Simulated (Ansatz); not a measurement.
Relaxation of FH$_{7}$O$_{3}$Si (12 atoms, charge 0, multiplicity 1), to a largest force component of 0.03 eV/Å in at most 50 steps.

Level of theory: RKS B3LYP/def2-SVP in Ansatz.

```xyz
12
Properties=species:S:1:pos:R:3:forces:R:3
Si -1.465 0.172 -0.574 0.28 -0.49 0.84
O -0.761 -0.504 0.859 -0.27 0.38 -0.85
H -0.775 -0.543 -1.673 0.03 -0.03 0.02
H -2.922 -0.114 -0.568 0.00 0.04 0.00
O -1.333 1.819 -0.642 0.05 0.00 0.10
H 1.671 0.651 -0.030 0.53 -1.14 0.94
F 1.327 1.234 -0.648 -0.25 0.79 -0.77
H 1.290 -1.408 1.157 -0.21 0.08 -0.04
O 2.228 -1.315 0.922 -0.11 0.43 -0.18
H -1.180 -0.189 1.672 0.02 -0.03 -0.02
H -0.405 2.103 -0.640 -0.05 -0.03 -0.04
H 2.327 -1.907 0.164 0.00 0.00 -0.01
```

Task: Where does it end, and by what steps?

Result: The run converged. After 10 steps the energy has fallen by 0.540 eV; O9 moved furthest, 0.73 Å.

| step | energy less start (eV) | largest force component (eV/Å) | accepted |
| --- | --- | --- | --- |
| 0 | 0.0000 | 1.136 | yes |
| 1 | -0.1897 | 0.754 | yes |
| 2 | -0.3590 | 0.440 | yes |
| 3 | -0.4450 | 0.657 | yes |
| 4 | -0.5013 | 0.253 | yes |
| 5 | -0.5212 | 0.206 | yes |
| 6 | -0.5293 | 0.303 | yes |
| 7 | -0.5360 | 0.217 | yes |
| 8 | -0.5311 | 0.226 | no |
| 9 | -0.5395 | 0.033 | yes |
| 10 | -0.5399 | 0.026 | yes |

```xyz
12
Properties=species:S:1:pos:R:3
Si -1.457 0.041 -0.501
O -0.874 -0.835 0.841
H -0.952 -0.767 -1.640
H -2.938 0.071 -0.428
O -0.931 1.594 -0.489
H 1.856 0.551 -0.094
F 1.713 1.329 -0.666
H 0.868 -0.876 0.912
O 1.830 -0.725 0.741
H -1.271 -0.593 1.689
H 0.041 1.702 -0.592
H 2.117 -1.493 0.227
```

Run time: 30 s on 2 threads of Arm Neoverse V1, on a shared host, peak memory 0.23 GiB.
